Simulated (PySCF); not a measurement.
## PySCF run on RbNa

File input.py (PySCF 2.14):

```python
from pyscf import gto, scf, mp

mol = gto.M(
    atom='Rb 0 0 0; Na 0 0 4.18',
    basis='jorge-dzp',
    charge=0,
    spin=0,
    verbose=4,
)
mf = scf.RHF(mol)
mf.kernel()
mp.MP2(mf, frozen=10).kernel()
mf.dip_moment()
print('orbital energies (hartree):', mf.mo_energy[..., max(0, mol.nelec[1]-3):mol.nelec[0]+3].round(4))
```

```bash
$ OMP_NUM_THREADS=1 python input.py
```

It prints (some set-up lines removed):

```
PySCF version 2.14.0

[INPUT] Symbol           X                Y                Z      unit          X                Y                Z       unit  Magmom
[INPUT]  1 Rb     0.000000000000   0.000000000000   0.000000000000 AA    0.000000000000   0.000000000000   0.000000000000 Bohr   0.0
[INPUT]  2 Na     0.000000000000   0.000000000000   4.180000000000 AA    0.000000000000   0.000000000000   7.899055200682 Bohr   0.0

nuclear repulsion = 51.5251494843158
number of shells = 28
number of NR pGTOs = 138
number of NR cGTOs = 60
basis = jorge-dzp
ecp = {}

******** <class 'pyscf.scf.hf.RHF'> ********
method = RHF
initial guess = minao
damping factor = 0
level_shift factor = 0
DIIS = <class 'pyscf.scf.diis.CDIIS'>
SCF conv_tol = 1e-09
SCF max_cycles = 50
Initial guess from minao.
init E= -3095.08772653887
  HOMO = -0.112695256257125  LUMO = -0.0292765221357879  gap/eV = 2.26994
cycle= 1 E= -3099.8997753018  delta_E= -4.81  |g|= 0.696  |ddm|= 1.63
  HOMO = -0.134381878716153  LUMO = -0.00860980557380206  gap/eV = 3.42243
cycle= 2 E= -3099.90505722908  delta_E= -0.00528  |g|= 0.0675  |ddm|= 0.15
  HOMO = -0.1359548664627  LUMO = -0.0060466503268938  gap/eV = 3.53498
cycle= 3 E= -3099.9052921124  delta_E= -0.000235  |g|= 0.00553  |ddm|= 0.0516
  HOMO = -0.135404948103301  LUMO = -0.00552820505593909  gap/eV = 3.53413
cycle= 4 E= -3099.90533537074  delta_E= -4.33e-05  |g|= 0.00191  |ddm|= 0.0251
  HOMO = -0.13524117015673  LUMO = -0.0052247834393393  gap/eV = 3.53793
cycle= 5 E= -3099.90534721641  delta_E= -1.18e-05  |g|= 0.000516  |ddm|= 0.0187
  HOMO = -0.135132821208627  LUMO = -0.00520570272441895  gap/eV = 3.53550
cycle= 6 E= -3099.9053480039  delta_E= -7.87e-07  |g|= 0.000112  |ddm|= 0.00544
  HOMO = -0.135122858258489  LUMO = -0.0052250457785932  gap/eV = 3.53470
cycle= 7 E= -3099.90534806086  delta_E= -5.7e-08  |g|= 2.28e-05  |ddm|= 0.00168
  HOMO = -0.135122463131244  LUMO = -0.0052285985706759  gap/eV = 3.53459
cycle= 8 E= -3099.9053480629  delta_E= -2.05e-09  |g|= 3.5e-06  |ddm|= 0.000377
  HOMO = -0.135123245158126  LUMO = -0.00522866080728931  gap/eV = 3.53461
cycle= 9 E= -3099.90534806294  delta_E= -3.73e-11  |g|= 5.59e-07  |ddm|= 5.3e-05
  HOMO = -0.135123228936067  LUMO = -0.00522875221808752  gap/eV = 3.53461
Extra cycle  E= -3099.90534806294  delta_E= -3.18e-12  |g|= 2.39e-07  |ddm|= 6.79e-06
converged SCF energy = -3099.90534806294

******** <class 'pyscf.mp.mp2.RMP2'> ********
nocc = 14, nmo = 50
frozen orbitals 10
E(RMP2) = -3100.03794394538  E_corr = -0.132595882437774
E(SCS-RMP2) = -3100.03393420809  E_corr = -0.128586145145499
E_corr(same-spin) = -0.0352256697459569
E_corr(oppo-spin) = -0.0973702126918168
Dipole moment(X, Y, Z, Debye): -0.00000,  0.00000, -5.35229
orbital energies (hartree): [-0.821  -0.8192 -0.1351 -0.0052  0.0157  0.0157]
```

In short: E(SCF) = -3099.905348 Eh, 9 cycles, E(MP2) − E(SCF) = -0.13260 Eh, μz(SCF) = -5.35 D.

Run time: 1.5 s on 1 thread of Arm Neoverse V1 (shared host), peak memory 0.14 GiB.

No relativity is included for the heavy element. Stability towards an unrestricted solution was not tested. The bond length is a typed value, not an optimised one.
